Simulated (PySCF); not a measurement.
Zn(tBu)(GeH3), C4H12GeZn, SMILES C[C](C)(C)[Zn][GeH3] at its GFN2-xTB optimised geometry (Å):

```
18

Zn     0.1527    -0.3033     0.0000
C     -0.8551     1.5049     0.0377
C     -0.2553     2.4805    -0.9791
C     -2.3349     1.2999    -0.2995
C     -0.7567     2.1334     1.4310
H     -0.7906     3.4333    -0.9478
H     -0.3297     2.0900    -1.9939
H      0.7942     2.6811    -0.7640
H     -2.4591     0.8804    -1.2978
H     -2.8155     0.6328     0.4161
H     -2.8637     2.2565    -0.2712
H     -1.1980     1.4867     2.1894
H      0.2801     2.3278     1.7055
H     -1.2920     3.0866     1.4528
Ge     1.3523    -2.4712     0.0000
H      1.1275    -3.4292     1.1472
H      1.1279    -3.4333    -1.1436
H      2.8637    -2.4712     0.0000
```

Level of theory: PBE0/def2-SVP (PySCF). Cells within 0.4 Å of a nucleus heavier than hydrogen are left out (blank, or x).

Map of the deformation density (molecule minus spherical neutral atoms) (e/bohr³) on the plane z = 1.5 Å:

```
|11111111111111111111111111111|
|11111111111111111111111111111|
|11111111111111111111111111111|
|11111111111111111111111111111|
|11111111110000111111111111111|
|11111111100000001111111111111|
|11111111002631000111111111111|
|11111111003952310011111111111|
|111111110015x6940011111111111|
|111111100003x5520011111111111|
|11111110001320000011111111111|
|11111110000100000111111111111|
|11111110000000000111111111111|
|11111110000000000111111111111|
|11111111111100000111111111111|
|11111111111110000111111111111|
|11111111111110011111111111111|
|11111111111111111111111111111|
|11111111111111111100111111111|
|11111111111111111000011111111|
|11111111111111111110011111111|
|11111111111111111111011111111|
|11111111111111111211111111111|
|11111111111111111111111111111|
|11111111111111110011111111111|
|11111111111111111111111111111|
|11111111111111111111111111111|
|11111111111111111111111111111|
|11111111111111111111111111111|
```
Scale: ten equal steps from -0.013 (start of '0') to 0.092 (end of '9'), in the order '0123456789'; x runs from -5.50 to 5.50, y from -5.50 (bottom) to 5.50 (top).
